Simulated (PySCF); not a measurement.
This PySCF input asks for the NMR shieldings of `O(C[B@@H-]([N+]#CC)O)CC`, C5H12BNO2; the geometry comes from GFN2-xTB.

```python
import basis_set_exchange as bse
import numpy as np
from pyscf import gto, dft
from pyscf.prop import nmr

atoms = """
C     1.885760    2.046690    0.264754
C     1.966260    0.629697    0.114013
N     2.051614   -0.508658   -0.009994
B     1.347254   -1.856036   -0.556759
O     1.948686   -2.997469   -0.012884
C    -0.208708   -1.564326   -0.062889
O    -0.590488   -0.202372   -0.208011
C    -1.945275    0.023398    0.101277
C    -2.261539    1.502542   -0.066441
H     0.833462    2.320759    0.333886
H     2.330278    2.532510   -0.603245
H     2.409735    2.362084    1.166577
H     1.538309   -1.768006   -1.724939
H     1.681372   -3.171854    0.888881
H    -0.879951   -2.193904   -0.665134
H    -0.357711   -1.860864    0.990903
H    -2.153776   -0.294095    1.137567
H    -2.587638   -0.575014   -0.565278
H    -3.322500    1.674962    0.092970
H    -1.698690    2.094641    0.651799
H    -1.995374    1.822256   -1.070592
"""
names = dict.fromkeys(["C", "N", "B", "O", "H"], "pcSseg-1")
basis = {el: gto.basis.parse(bse.get_basis(n, elements=[el], fmt="nwchem")) for el, n in names.items()}
mol = gto.M(atom=atoms, basis=basis, charge=0, verbose=0)
mf = dft.RKS(mol, xc="PBE0")
mf.grids.level = 2
mf.grids.alignment = dft.numint.BLKSIZE   # the property module wants whole blocks of grid points
mf.conv_tol = 1e-9
mf.kernel()

calc = nmr.RKS(mf)   # GIAO
C = mf.mo_coeff
Co = C[:, mf.mo_occ > 0]
resp = mf.gen_response(singlet=True, hermi=2)
def vind(x):   # induced exchange potential for any number of trial vectors
    d = np.einsum("pi,xij,qj->xpq", C, 2 * x.reshape(-1, C.shape[1], Co.shape[1]), Co, optimize=True)
    return np.einsum("xpq,pi,qj->xij", resp(d - d.transpose(0, 2, 1)), C, Co, optimize=True).ravel()
mo1, _ = nmr.rhf.solve_mo1(calc, with_cphf=vind)
sigma = calc.kernel(mo1)
for i, s in enumerate(sigma):   # ppm
    w = np.linalg.eigvalsh((s + s.T) / 2)
    print("%2d %-2s iso %8.1f  s11 %8.1f  s22 %8.1f  s33 %8.1f" % (i, mol.atom_pure_symbol(i), w.mean(), *w))
```

**Question.** Give the expected output.

**Answer.** 
```
 0 C  iso    184.1  s11    173.2  s22    179.0  s33    200.2
 1 C  iso     64.5  s11    -42.3  s22    -26.2  s33    261.9
 2 N  iso     23.9  s11   -134.1  s22   -101.2  s33    306.9
 3 B  iso    104.7  s11     87.0  s22    103.6  s33    123.6
 4 O  iso    294.4  s11    267.8  s22    295.6  s33    319.8
 5 C  iso    109.9  s11     71.5  s22     93.5  s33    164.6
 6 O  iso    284.4  s11    235.1  s22    304.3  s33    314.0
 7 C  iso    113.8  s11     81.0  s22     93.7  s33    166.7
 8 C  iso    167.3  s11    150.5  s22    166.0  s33    185.3
 9 H  iso     29.0  s11     22.3  s22     28.9  s33     35.9
10 H  iso     29.5  s11     25.0  s22     26.9  s33     36.8
11 H  iso     29.6  s11     25.0  s22     26.9  s33     37.0
12 H  iso     28.0  s11     26.0  s22     27.8  s33     30.3
13 H  iso     31.8  s11     24.3  s22     29.4  s33     41.8
14 H  iso     28.3  s11     25.5  s22     27.1  s33     32.3
15 H  iso     29.4  s11     26.1  s22     27.2  s33     34.7
16 H  iso     28.2  s11     24.5  s22     27.5  s33     32.7
17 H  iso     28.0  s11     23.8  s22     27.4  s33     32.9
18 H  iso     30.6  s11     26.4  s22     27.6  s33     37.7
19 H  iso     30.7  s11     27.1  s22     29.6  s33     35.3
20 H  iso     30.3  s11     27.0  s22     28.7  s33     35.3
```

These numbers come from an equivalent density-fitted implementation of the same equations, which agrees with the script to about 0.01 ppm for H and up to a few tenths of a ppm for heavy atoms, so last digits may differ.

Size and cost of the density-fitted run: 213 basis functions, 2.8 min wall time (2.3 min CPU) on 1 thread of an Intel Xeon, shared host; peak memory 0.95 GiB.
